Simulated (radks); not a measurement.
Neutral strontium inside a hard spherical wall (all orbitals vanish at R), configuration held at [Kr] 5s2 and not refilled when levels cross. All-electron calculation, scalar-relativistic Kohn-Sham, r2SCAN, spin-polarised, spherical densities, finite nucleus; meta-GGA in the generalised Kohn-Sham scheme; Fermi nuclear charge, rms radius 4.224 fm. Program: a radial shooting solver on a logarithmic mesh with Libxc functionals. Eigenvalues in eV for spin up, with the zero of energy where the potential of the charges vanishes at infinity; a dash marks a level that is unbound or too diffuse for the functional's potential to be trusted. A positive occupied level is held by the wall or, in an anion where self-interaction has pushed it up, behind a barrier. The pressure on the wall is -dE/dV.

R (bohr),E (hartree),kinetic (hartree),e(3d),e(4s),e(4p),e(5s),"e(5p, empty)","e(4d, empty)",pressure (GPa)
free,-3179.98270,3261.090,-130.18,-42.379,-23.668,-3.580,-1.197,-1.065,0
20,-3179.98270,3261.090,-130.18,-42.379,-23.668,-3.580,-1.197,-1.065,< 0.0001
15,-3179.98268,3261.090,-130.18,-42.375,-23.664,-3.578,-1.188,-1.061,0.000282
12,-3179.98217,3261.096,-130.13,-42.329,-23.619,-3.546,-1.111,-1.018,0.00853
10,-3179.97905,3261.120,-129.94,-42.144,-23.437,-3.410,-0.842,-0.853,0.0803
8,-3179.95989,3261.229,-129.25,-41.485,-22.794,-2.840,0.149,-0.259,0.746
6,-3179.84767,3261.679,-127.27,-39.651,-21.033,-0.491,3.839,1.593,7.89
5,-3179.64185,3262.390,-125.17,-37.811,-19.298,3.108,9.057,3.770,30.8
4,-3179.01836,3264.518,-120.61,-34.238,-15.878,12.689,21.746,8.564,160
3,-3176.48345,3273.034,-107.29,-24.691,-5.855,44.741,59.652,22.678,1330
1.5,-3122.72675,3415.918,-6.856,103.67,137.42,457.20,485.25,191.85,147000
